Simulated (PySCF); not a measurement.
**Assignment exercise: C₅H₁₂FPSi**

Molfile (atoms numbered from 1):
```
C5H12FPSi
     RDKit          3D

 20 19  0  0  0  0  0  0  0  0999 V2000
   -2.2629   -0.7112    0.3959 C   0  0  0  0  0  0  0  0  0  0  0  0
   -1.0248    0.0490   -0.0915 C   0  0  0  0  0  0  0  0  0  0  0  0
   -1.4272    1.3665   -0.7595 C   0  0  0  0  0  0  0  0  0  0  0  0
   -0.2669   -0.8025   -1.0639 C   0  0  0  0  0  0  0  0  0  0  0  0
   -0.9847   -1.0494   -2.1960 F   0  0  0  0  0  0  0  0  0  0  0  0
    1.2395   -1.5451   -1.0386 P   0  0  0  0  0  0  0  0  0  0  0  0
    1.9288   -1.0439    0.6074 C   0  0  0  0  0  0  0  0  0  0  0  0
    2.7470    0.6837    0.5925 Si  0  0  0  0  0  4  0  0  0  0  0  0
   -2.9072   -0.9563   -0.4456 H   0  0  0  0  0  0  0  0  0  0  0  0
   -2.8247   -0.1004    1.0990 H   0  0  0  0  0  0  0  0  0  0  0  0
   -1.9731   -1.6368    0.8902 H   0  0  0  0  0  0  0  0  0  0  0  0
   -0.3796    0.2705    0.7624 H   0  0  0  0  0  0  0  0  0  0  0  0
   -2.0581    1.1737   -1.6243 H   0  0  0  0  0  0  0  0  0  0  0  0
   -0.5449    1.9105   -1.0905 H   0  0  0  0  0  0  0  0  0  0  0  0
   -1.9781    1.9876   -0.0569 H   0  0  0  0  0  0  0  0  0  0  0  0
    2.6965   -1.7841    0.8399 H   0  0  0  0  0  0  0  0  0  0  0  0
    1.1654   -1.1273    1.3792 H   0  0  0  0  0  0  0  0  0  0  0  0
    1.7721    1.6954    0.1806 H   0  0  0  0  0  0  0  0  0  0  0  0
    3.8725    0.6696   -0.3394 H   0  0  0  0  0  0  0  0  0  0  0  0
    3.2051    0.9611    1.9560 H   0  0  0  0  0  0  0  0  0  0  0  0
  1  2  1  0
  2  3  1  0
  2  4  1  0
  4  5  1  0
  4  6  2  0
  6  7  1  0
  7  8  1  0
  1  9  1  0
  1 10  1  0
  1 11  1  0
  2 12  1  0
  3 13  1  0
  3 14  1  0
  3 15  1  0
  7 16  1  0
  7 17  1  0
  8 18  1  0
  8 19  1  0
  8 20  1  0
M  END
```

PySCF 2.14.0 with density-fitted response routines calculation with shielding tensors at PBE0/pcSseg-1 (GIAO) and coordinates at the GFN2-xTB level; no relativistic terms, gas phase, a single conformation, equivalent nuclei averaged.

Scale: 13C and 1H against TMS (reference shieldings calculated alike).

(1) Assign these signals to the numbered atoms. 13C{1H} NMR (computed): δ 244.0, 37.8, 22.4, 5.0.

(2) Assign these signals to the numbered atoms. 1H NMR (500 MHz, computed): δ 3.96 (m, 3H), 3.23 (m, 1H), 1.27 (d, 6H), 1.22 (m, 2H).

Results:

(1) 
```tsv
δ (ppm)	atoms	environment	reason
244.0	C4	carbon double-bonded to a heavier main-group atom	–
37.8	C2	sp3 CH	a saturated carbon with 3 carbon neighbours and no heteroatom attached
22.4	C1/C3	methyl carbon	a saturated carbon with 1 carbon neighbour and no heteroatom attached
5.0	C7	sp3 CH2 bonded to P and Si	an electropositive neighbour leaves it electron-rich and shielded
```

(2) 
```tsv
δ (ppm)	atoms	environment	reason
3.96	H18/H19/H20	hydrogen on a silicon bonded to C	–
3.23	H12	hydrogen on an sp3 CH	–
1.27	H9/H10/H11/H13/H14/H15	hydrogen on a methyl carbon	–
1.22	H16/H17	hydrogen on an sp3 CH2 bonded to P and Si	–
```

H9/H10/H11/H13/H14/H15 and H16/H17 lie closer than the usual error of such a calculation, so a measured spectrum could show them in the other order.

Splittings by 19F and 31P in the carbon and heteronuclear signals aren't shown, as no couplings were computed. Shifts are as computed. Against solution values, carbons near 30 ppm lie about +3 ppm off and those near 130 ppm about +5 ppm. Of 1211 compounds with measured shifts, 218 miss one by over three times the rms of a fit or turn the order of signals round; such compounds aren't used in these exercises. Multiplicities follow the n + 1 count of equivalent neighbours, as no J values were calculated; m marks all less simple cases, F and P coupling included.
